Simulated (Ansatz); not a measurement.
ClLi (SMILES [Li][Cl]), singlet, geometry from GFN2-xTB (such geometries of metal compounds can be far from the true shape); B3LYP/cc-pVDZ (Ansatz, an electronic-structure program).

Here is a job for Ansatz.
Ansatz 0.2 input:
```yaml
crystal:
  periodic: [false, false, false]
  atoms:
    - {symbol: Li, position_ang: [-0.00000000, -0.00000000, -1.66311369]}
    - {symbol: Cl, position_ang: [0.00000000, 0.00000000, 0.29349065]}
basis:
  gaussian:
    orbitals: cc-pVDZ
hamiltonian:
  xc: b3lyp
```

The log (banner, timings and long lists left out):

```
Functional definition: B3LYP
324 factors; integrals over basis functions are off by at most 2.7e-4 eV
mean field evaluation 1: about -12728.6168 eV, gradient 2.0e1 eV
mean field evaluation 2: about -12727.8620 eV, gradient 2.7e1 eV
mean field evaluation 4: about -12729.9702 eV, gradient 4.5e-1 eV
mean field evaluation 8: about -12729.9727 eV, gradient 2.1e-3 eV
mean field -12729.97267573 eV, -467.8178671477 hartree, gradient 2.5e-5 eV, S^2 0.000000; 0 other end points of the search recorded, 0 dependent functions left out
reference -12729.97289033 eV, -467.8178750342 hartree; 10, 10 occupied and 22, 22 virtual orbitals, 324 factors
Total energy: -12729.97289033 eV, -467.8178750342 hartree
```
